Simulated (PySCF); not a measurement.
CH₉NSi₂, BClH₃OSi, CH₇Si₂, AlClH₃OSi and others (calculated)

All values are calculated (PySCF 2.14.0). Calculation on a computer-drawn molecule: the log of a Hartree-Fock and frozen-core CCSD(T) single point meant for a local Hartree-Fock minimum, with one planted fault or none, to be diagnosed. Offsets are logged minus clean, where the clean run is the same molecule without the fault. The reference is restricted for singlets and unrestricted otherwise, and also for a bond in bohr or an excited solution. Adding or removing an electron swaps singlet and doublet. The excited solution moves the top pair (singlet) or top alpha electron (doublet) to the lowest empty orbital. Highest occupied and lowest empty are orbital energies over both spins, largest force is the largest gradient component, triples share is (T) over the correlation energy, the T1 limit is 0.02 restricted and 0.045 unrestricted, electrons count all cores, a negative frequency is imaginary (commonest isotopes), and the dipole is about the centre of nuclear charge.

Common to all runs: meant basis cc-pV(D+d)Z; logged SCF converged yes; possible faults no fault, one electron removed, one electron added, multiplicity raised by two, geometry at a saddle point, SCF held on an excited solution, minimal basis STO-3G, one bond length entered in bohr, all coordinates scaled.

(1) 
```xyz
13
formula=CH9NSi2 meant_charge=0 meant_multiplicity=1 logged_electrons=49 logged_basis_functions=119 logged_spin_squared=0.764 logged_highest_occupied=-17.181 logged_lowest_empty=-5.7213 logged_largest_force=0.094158 logged_T1_diagnostic=0.024626 logged_D1_diagnostic=0.15698 logged_triples_share=0.026228 logged_CC_converged=yes logged_dipole_magnitude=3.9146 logged_SCF_stable_within_its_kind=yes logged_energy_HF=-675.14638 logged_energy_CCSD(T)=-675.71968 planted_fault=one_electron_removed HF_energy_offset_from_clean_run=180.2 CCSD(T)_energy_offset_from_clean_run=201.4
Si    -1.6726     0.3664    -0.0811
C     -2.3036     0.0461     1.6799
N     -1.6974     0.8677     2.7261
Si    -0.0191     0.9586     3.1229
H     -0.2434     0.0018    -0.2258
H     -1.8462     1.7898    -0.4494
H     -2.4688    -0.4828    -1.0006
H     -3.3753     0.2666     1.6399
H     -2.2304    -1.0312     1.8887
H     -2.3024     0.9587     3.5214
H      0.0738     1.7741     4.3544
H      0.7412     1.6046     2.0300
H      0.6186    -0.3611     3.3750
```

Units: logged_highest_occupied, logged_lowest_empty in eV; logged_largest_force in hartree/bohr; logged_dipole_magnitude in debye; logged_energy_HF, logged_energy_CCSD(T) in hartree; HF_energy_offset_from_clean_run, CCSD(T)_energy_offset_from_clean_run in kcal/mol.

Drawn bonds:
```
atom  other atom  order
   1           2      1
   2           3      1
   3           4      1
   1           5      1
   1           6      1
   1           7      1
   2           8      1
   2           9      1
   3          10      1
   4          11      1
   4          12      1
   4          13      1
```

(2) 
```xyz
7
formula=BClH3OSi meant_charge=1 meant_multiplicity=1 logged_electrons=46 logged_basis_functions=89 logged_spin_squared=0 logged_highest_occupied=-18.637 logged_lowest_empty=-1.793 logged_largest_force=0.079426 logged_T1_diagnostic=0.013045 logged_D1_diagnostic=0.036798 logged_triples_share=0.025721 logged_CC_converged=yes logged_dipole_magnitude=0.519 logged_SCF_stable_within_its_kind=yes logged_energy_HF=-849.57683 logged_energy_CCSD(T)=-850.10285 planted_fault=all_coordinates_scaled,by_-4.3_% HF_energy_offset_from_clean_run=10.41 CCSD(T)_energy_offset_from_clean_run=14.4
Si    -0.2390     0.9401     1.6103
O     -0.4448     0.6549    -0.0820
B     -0.5842     0.4620    -1.2266
Cl    -0.7712     0.2029    -2.7646
H     -1.5506     1.1765     2.0307
H      0.3290    -0.2607     2.0444
H      0.6099     2.0502     1.6207
```

Units: logged_highest_occupied, logged_lowest_empty in eV; logged_largest_force in hartree/bohr; logged_dipole_magnitude in debye; logged_energy_HF, logged_energy_CCSD(T) in hartree; HF_energy_offset_from_clean_run, CCSD(T)_energy_offset_from_clean_run in kcal/mol.

Drawn bonds:
```
atom  other atom  order
   1           2      1
   2           3      1
   3           4      1
   1           5      1
   1           6      1
   1           7      1
```

(3) 
```xyz
10
formula=CH7Si2 meant_charge=0 meant_multiplicity=2 logged_electrons=42 logged_basis_functions=95 logged_spin_squared=0 logged_highest_occupied=-1.4734 logged_lowest_empty=8.9161 logged_largest_force=0.063882 logged_T1_diagnostic=0.012598 logged_D1_diagnostic=0.035541 logged_triples_share=0.028576 logged_CC_converged=yes logged_dipole_magnitude=0.73434 logged_SCF_stable_within_its_kind=yes logged_energy_HF=-619.76491 logged_energy_CCSD(T)=-620.2011 planted_fault=one_electron_added HF_energy_offset_from_clean_run=7.913 CCSD(T)_energy_offset_from_clean_run=-18.22
Si    -0.6497     0.8560     3.4284
C     -1.3019     0.2678     1.7811
Si    -0.5851    -0.9859     0.5981
H     -1.6349     0.5750     4.5009
H     -0.4111     2.3195     3.3933
H      0.6219     0.1720     3.7561
H     -2.2414     0.7245     1.4625
H     -1.5411    -2.1006     0.3898
H     -0.3174    -0.3559    -0.7177
H      0.6818    -1.5360     1.1315
```

Units: logged_highest_occupied, logged_lowest_empty in eV; logged_largest_force in hartree/bohr; logged_dipole_magnitude in debye; logged_energy_HF, logged_energy_CCSD(T) in hartree; HF_energy_offset_from_clean_run, CCSD(T)_energy_offset_from_clean_run in kcal/mol.

Drawn bonds:
```
atom  other atom  order
   1           2      1
   2           3      1
   1           4      1
   1           5      1
   1           6      1
   2           7      1
   3           8      1
   3           9      1
   3          10      1
```

(4) 
```xyz
10
formula=CH7Si2 meant_charge=0 meant_multiplicity=2 logged_electrons=41 logged_basis_functions=95 logged_spin_squared=0.7582 logged_highest_occupied=-10.441 logged_lowest_empty=1.5054 logged_largest_force=0.057664 logged_T1_diagnostic=0.013325 logged_D1_diagnostic=0.055688 logged_triples_share=0.022297 logged_CC_converged=yes logged_dipole_magnitude=0.70516 logged_SCF_stable_within_its_kind=yes logged_energy_HF=-619.72902 logged_energy_CCSD(T)=-620.12064 planted_fault=all_coordinates_scaled,by_-7.0_% HF_energy_offset_from_clean_run=30.43 CCSD(T)_energy_offset_from_clean_run=32.27
Si    -0.6042     0.7961     3.1884
C     -1.2108     0.2490     1.6564
Si    -0.5442    -0.9169     0.5562
H     -1.5205     0.5347     4.1858
H     -0.3823     2.1572     3.1558
H      0.5784     0.1600     3.4931
H     -2.0845     0.6737     1.3601
H     -1.4333    -1.9536     0.3625
H     -0.2951    -0.3310    -0.6675
H      0.6341    -1.4284     1.0523
```

Units: logged_highest_occupied, logged_lowest_empty in eV; logged_largest_force in hartree/bohr; logged_dipole_magnitude in debye; logged_energy_HF, logged_energy_CCSD(T) in hartree; HF_energy_offset_from_clean_run, CCSD(T)_energy_offset_from_clean_run in kcal/mol.

Drawn bonds:
```
atom  other atom  order
   1           2      1
   2           3      1
   1           4      1
   1           5      1
   1           6      1
   2           7      1
   3           8      1
   3           9      1
   3          10      1
```

(5) 
```xyz
7
formula=AlClH3OSi meant_charge=1 meant_multiplicity=1 logged_electrons=54 logged_basis_functions=98 logged_spin_squared=0 logged_highest_occupied=-10.499 logged_lowest_empty=-12.819 logged_largest_force=0.13077 logged_CC_converged=no logged_dipole_magnitude=3.5862 logged_SCF_stable_within_its_kind=no logged_energy_HF=-1066.28111 planted_fault=SCF_held_on_an_excited_solution HF_energy_offset_from_clean_run=363.7
Si     1.5384    -0.5084     1.5895
O      0.4899    -1.8454     1.8631
Al    -0.4837    -3.0877     2.1170
Cl    -1.7054    -4.6471     2.4336
H      2.6952    -0.7260     2.4648
H      1.8814    -0.5585     0.1641
H      0.7633     0.6837     1.9503
```

Units: logged_highest_occupied, logged_lowest_empty in eV; logged_largest_force in hartree/bohr; logged_dipole_magnitude in debye; logged_energy_HF in hartree; HF_energy_offset_from_clean_run in kcal/mol.

Drawn bonds:
```
atom  other atom  order
   1           2      1
   2           3      1
   3           4      1
   1           5      1
   1           6      1
   1           7      1
```

Notes: CCSD not converged.

(6) 
```xyz
7
formula=AlClH3OSi meant_charge=1 meant_multiplicity=1 logged_electrons=55 logged_basis_functions=98 logged_spin_squared=0.7587 logged_highest_occupied=-6.1803 logged_lowest_empty=1.6247 logged_largest_force=0.063926 logged_T1_diagnostic=0.01506 logged_D1_diagnostic=0.042113 logged_triples_share=0.024737 logged_CC_converged=yes logged_dipole_magnitude=2.1321 logged_SCF_stable_within_its_kind=yes logged_energy_HF=-1067.06557 logged_energy_CCSD(T)=-1067.58881 planted_fault=one_electron_added HF_energy_offset_from_clean_run=-128.6 CCSD(T)_energy_offset_from_clean_run=-137.1
Si     1.5384    -0.5084     1.5895
O      0.4899    -1.8454     1.8631
Al    -0.4837    -3.0877     2.1170
Cl    -1.7054    -4.6471     2.4336
H      2.6952    -0.7260     2.4648
H      1.8814    -0.5585     0.1641
H      0.7633     0.6837     1.9503
```

Units: logged_highest_occupied, logged_lowest_empty in eV; logged_largest_force in hartree/bohr; logged_dipole_magnitude in debye; logged_energy_HF, logged_energy_CCSD(T) in hartree; HF_energy_offset_from_clean_run, CCSD(T)_energy_offset_from_clean_run in kcal/mol.

Drawn bonds:
```
atom  other atom  order
   1           2      1
   2           3      1
   3           4      1
   1           5      1
   1           6      1
   1           7      1
```

(7) 
```xyz
7
formula=AlClH3OSi meant_charge=1 meant_multiplicity=1 logged_electrons=54 logged_basis_functions=35 logged_spin_squared=0 logged_highest_occupied=-15.107 logged_lowest_empty=-0.93506 logged_largest_force=0.053005 logged_T1_diagnostic=0.022417 logged_D1_diagnostic=0.071456 logged_triples_share=0.063343 logged_CC_converged=yes logged_dipole_magnitude=1.6943 logged_SCF_stable_within_its_kind=yes logged_energy_HF=-1054.75081 logged_energy_CCSD(T)=-1054.90413
Si     1.5384    -0.5084     1.5895
O      0.4899    -1.8454     1.8631
Al    -0.4837    -3.0877     2.1170
Cl    -1.7054    -4.6471     2.4336
H      2.6952    -0.7260     2.4648
H      1.8814    -0.5585     0.1641
H      0.7633     0.6837     1.9503
```

Units: logged_highest_occupied, logged_lowest_empty in eV; logged_largest_force in hartree/bohr; logged_dipole_magnitude in debye; logged_energy_HF, logged_energy_CCSD(T) in hartree.

Drawn bonds:
```
atom  other atom  order
   1           2      1
   2           3      1
   3           4      1
   1           5      1
   1           6      1
   1           7      1
```

Notes: T1 above single-reference limit.

(8) 
```xyz
7
formula=ClH4Si2 meant_charge=0 meant_multiplicity=2 logged_electrons=49 logged_basis_functions=89 logged_spin_squared=0.7572 logged_highest_occupied=-9.0176 logged_lowest_empty=0.81138 logged_largest_force=2.111e-05 logged_lowest_frequency=100.42 logged_T1_diagnostic=0.014005 logged_D1_diagnostic=0.049435 logged_triples_share=0.025073 logged_CC_converged=yes logged_dipole_magnitude=1.8564 logged_SCF_stable_within_its_kind=yes logged_energy_HF=-1039.71522 logged_energy_CCSD(T)=-1040.09776
Si     0.9115     0.9058    -3.0258
Si    -1.1373     1.2091    -1.8905
Cl    -0.7884     1.7003     0.1085
H      0.6113     0.5499    -4.4324
H      1.7142    -0.1722    -2.4036
H      1.6691     2.1756    -2.9854
H     -2.0126     0.0150    -1.8985
```

Units: logged_highest_occupied, logged_lowest_empty in eV; logged_largest_force in hartree/bohr; logged_lowest_frequency in cm⁻¹; logged_dipole_magnitude in debye; logged_energy_HF, logged_energy_CCSD(T) in hartree.

Drawn bonds:
```
atom  other atom  order
   1           2      1
   2           3      1
   1           4      1
   1           5      1
   1           6      1
   2           7      1
```

## Withheld values
1. AlClH₃OSi (entry 7): planted fault?
2. Give the missing planted fault for ClH₄Si₂ (entry 8).

Answers
1. minimal basis STO-3G
2. no fault

Further results for AlClH₃OSi (entry 7):

| Quantity | Value |
| --- | --- |
| HF energy offset from clean run | 7599 kcal/mol |
| CCSD(T) energy offset from clean run | 7823 kcal/mol |

Further results for ClH₄Si₂ (entry 8):

| Item | Value |
| --- | --- |
| HF energy offset from clean run | 0 kcal/mol |
| CCSD(T) energy offset from clean run | 0 kcal/mol |
